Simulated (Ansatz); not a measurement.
Molecular dynamics of Cl₂GeH₂O

input.yaml

```yaml
crystal:
  periodic: [false, false, false]
  atoms:
    - { symbol: Ge, position_ang: [-0.138564, -0.129675, -0.06293] }
    - { symbol: O, position_ang: [-0.454016, -0.424106, 1.630962] }
    - { symbol: H, position_ang: [-0.178786, 0.31927, 2.203227] }
    - { symbol: Cl, position_ang: [1.951125, 0.199684, -0.371745] }
    - { symbol: Cl, position_ang: [-1.134134, 1.656344, -0.68716] }
    - { symbol: H, position_ang: [-0.637224, -1.356217, -0.830054] }
basis:
  gaussian: { orbitals: def2-SVP }
hamiltonian:
  xc: lda
md:
  timestep: 0.5
  n_steps: 300
  ensemble: nve
  temperature: 1000.0
  initial_velocities: maxwell_boltzmann
  seed: 518068
```

Command:

```bash
$ ansatz run input.yaml --threads 1 --pin off --max-ram 2048MiB --backend cpu --events-out ev --progress --plain --runs-dir out
```

It starts from a relaxed structure.

Output, in part (step lines, the closing report, with atoms numbered from 0):

```
md step     0: t =     0.00 fs  T =  1000.0 K  F+E_penalty+E_count = -83447.65642265 eV  E_kin = 0.517040 eV  conserved = -83447.13938266 eV  (26 SCF iters)
md step     1: t =     0.50 fs  T =   987.4 K  F+E_penalty+E_count = -83447.64975089 eV  E_kin = 0.510551 eV  conserved = -83447.13920019 eV  (25 SCF iters)
md step     2: t =     1.00 fs  T =   954.6 K  F+E_penalty+E_count = -83447.63235327 eV  E_kin = 0.493561 eV  conserved = -83447.13879229 eV  (25 SCF iters)
md step     3: t =     1.50 fs  T =   912.8 K  F+E_penalty+E_count = -83447.61029820 eV  E_kin = 0.471941 eV  conserved = -83447.13835717 eV  (25 SCF iters)
md step     4: t =     2.00 fs  T =   874.1 K  F+E_penalty+E_count = -83447.59005516 eV  E_kin = 0.451922 eV  conserved = -83447.13813331 eV  (25 SCF iters)
md step     5: t =     2.50 fs  T =   844.7 K  F+E_penalty+E_count = -83447.57498778 eV  E_kin = 0.436769 eV  conserved = -83447.13821848 eV  (24 SCF iters)
md step     6: t =     3.00 fs  T =   822.8 K  F+E_penalty+E_count = -83447.56390381 eV  E_kin = 0.425405 eV  conserved = -83447.13849870 eV  (24 SCF iters)
md step     7: t =     3.50 fs  T =   800.5 K  F+E_penalty+E_count = -83447.55267043 eV  E_kin = 0.413907 eV  conserved = -83447.13876305 eV  (24 SCF iters)
[... lines left out ...]
md step   297: t =   148.50 fs  T =   686.0 K  F+E_penalty+E_count = -83447.49346210 eV  E_kin = 0.354675 eV  conserved = -83447.13878738 eV  (25 SCF iters)
md step   298: t =   149.00 fs  T =   654.2 K  F+E_penalty+E_count = -83447.47668951 eV  E_kin = 0.338232 eV  conserved = -83447.13845759 eV  (26 SCF iters)
md step   299: t =   149.50 fs  T =   625.0 K  F+E_penalty+E_count = -83447.46136788 eV  E_kin = 0.323134 eV  conserved = -83447.13823338 eV  (25 SCF iters)
md step   300: t =   150.00 fs  T =   605.3 K  F+E_penalty+E_count = -83447.45114487 eV  E_kin = 0.312985 eV  conserved = -83447.13815971 eV  (28 SCF iters)
Total energy: -83447.45117176 eV, -3066.6372678482 hartree
Atom 0 at    -0.093758    -0.090332    -0.080016 Å, force    -0.033907    -0.777061    -1.251832 eV/Å
Atom 1 at    -0.549746    -0.322563     1.568153 Å, force    -0.406658     0.918064     1.555049 eV/Å
Atom 2 at    -0.849811     0.524352     2.049188 Å, force     0.570565    -1.386154    -1.022374 eV/Å
Atom 3 at     2.037445     0.105668    -0.375887 Å, force    -0.387724     0.216227     0.193230 eV/Å
Atom 4 at    -1.253980     1.616364    -0.608968 Å, force     0.107851     0.400515    -0.254030 eV/Å
Atom 5 at    -0.496168    -1.295306    -1.052257 Å, force     0.149873     0.628409     0.779957 eV/Å
Dipole moment:    -0.176593     0.029339     0.114750 e Å
```

The steps, from the saved trajectory:

| time (fs) | T (K) | potential energy less start (eV) | conserved less start (meV/atom) |
| --- | --- | --- | --- |
| 0 | 1000 | 0.000 | 0.00 |
| 5 | 680 | 0.166 | 0.13 |
| 10 | 297 | 0.365 | 0.20 |
| 15 | 462 | 0.279 | 0.16 |
| 20 | 681 | 0.166 | 0.20 |
| 25 | 571 | 0.223 | 0.22 |
| 30 | 499 | 0.260 | 0.10 |
| 35 | 250 | 0.389 | 0.16 |
| 40 | 334 | 0.345 | 0.07 |
| 45 | 532 | 0.242 | 0.05 |
| 50 | 645 | 0.184 | 0.13 |
| 55 | 417 | 0.302 | 0.14 |
| 60 | 131 | 0.451 | 0.22 |
| 65 | 192 | 0.420 | 0.29 |
| 70 | 636 | 0.189 | 0.15 |
| 75 | 701 | 0.155 | 0.11 |
| 80 | 492 | 0.264 | 0.10 |
| 85 | 324 | 0.350 | 0.06 |
| 90 | 502 | 0.258 | 0.09 |
| 95 | 843 | 0.082 | 0.11 |
| 100 | 737 | 0.137 | 0.16 |
| 105 | 385 | 0.320 | 0.26 |
| 110 | 433 | 0.294 | 0.19 |
| 115 | 614 | 0.200 | 0.13 |
| 120 | 652 | 0.181 | 0.12 |
| 125 | 792 | 0.108 | 0.04 |
| 130 | 529 | 0.244 | 0.09 |
| 135 | 276 | 0.375 | 0.10 |
| 140 | 318 | 0.353 | 0.16 |
| 145 | 525 | 0.247 | 0.24 |
| 150 | 605 | 0.205 | 0.20 |

The run went to its last step. The conserved energy stayed within 0.3 meV per atom of its start (net change 0.2 meV per atom), so the integration is sound. Over the second half the temperature averaged 0.54 of the 1000 K drawn at the start: a run that starts near a minimum puts about half its kinetic energy into the potential. A run of 0.15 ps of so small a system gives no equilibrium averages.

The same pairs are bonded in the first frame and the last. Pairs count as bonded within 1.25 times the sum of covalent radii (0.12 Å more for H–H).

Last frame:

```xyz
6
Properties=species:S:1:pos:R:3
Ge -0.094 -0.090 -0.080
O -0.550 -0.323 1.568
H -0.850 0.524 2.049
Cl 2.037 0.106 -0.376
Cl -1.254 1.616 -0.609
H -0.496 -1.295 -1.052
```

Run time: 7.7 min on 1 thread of Arm Neoverse V1, with other jobs on the host, peak memory 0.16 GiB.
